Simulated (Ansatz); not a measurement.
Start from `Br[SiH]1CO1` and change one atom or group to get `F[SiH]1CO1`.

Ansatz, PBE0-D4/def2-TZVP geometries, multiplicity 1. 

Scalar relativity is left out up to krypton.

```json
{"property": "HOMO–LUMO gap (PBE0/def2-TZVPP) / eV", "`Br[SiH]1CO1`": "7.36"}
{"property": "LUMO energy (ωB97M-V/def2-TZVPP) / eV", "`Br[SiH]1CO1`": "1.32"}
{"property": "size of the dipole moment (B3LYP/def2-TZVPP) / D", "`Br[SiH]1CO1`": "1.72"}
{"property": "zero-point energy (PBE0-D4/def2-TZVP) / kJ/mol", "`Br[SiH]1CO1`": "106.6"}
{"property": "HOMO energy (B3LYP/def2-TZVPP) / eV", "`Br[SiH]1CO1`": "-7.61"}
{"property": "HOMO energy (PBE0/def2-TZVPP) / eV", "`Br[SiH]1CO1`": "-7.83"}
```

(1) What does the change do to each property? (Best estimate.)

Answers

(1) The calculation gave: 
| property | `F[SiH]1CO1` | shift |
| --- | --- | --- |
| HOMO–LUMO gap (PBE0/def2-TZVPP) / eV | 8.04 | 0.68 |
| LUMO energy (ωB97M-V/def2-TZVPP) / eV | 1.74 | 0.42 |
| size of the dipole moment (B3LYP/def2-TZVPP) / D | 1.87 | 0.15 |
| zero-point energy (PBE0-D4/def2-TZVP) / kJ/mol | 111.0 | 4.4 |
| HOMO energy (B3LYP/def2-TZVPP) / eV | -7.78 | -0.17 |
| HOMO energy (PBE0/def2-TZVPP) / eV | -8.01 | -0.18 |

With PBE0 the HOMO falls by 0.18 eV and the LUMO rises by 0.50 eV, so the gap widens by about 0.68 eV. PBE moves the HOMO by -0.10 eV and ωB97M-V by -0.23 eV. Dipoles are sizes alone; their direction can turn.

B3LYP here is the variant with VWN-RPA as its local correlation; programs differ in this.

Spin–orbit coupling is left out; it splits and shifts lone-pair levels of the heavy atoms by tenths of an eV.
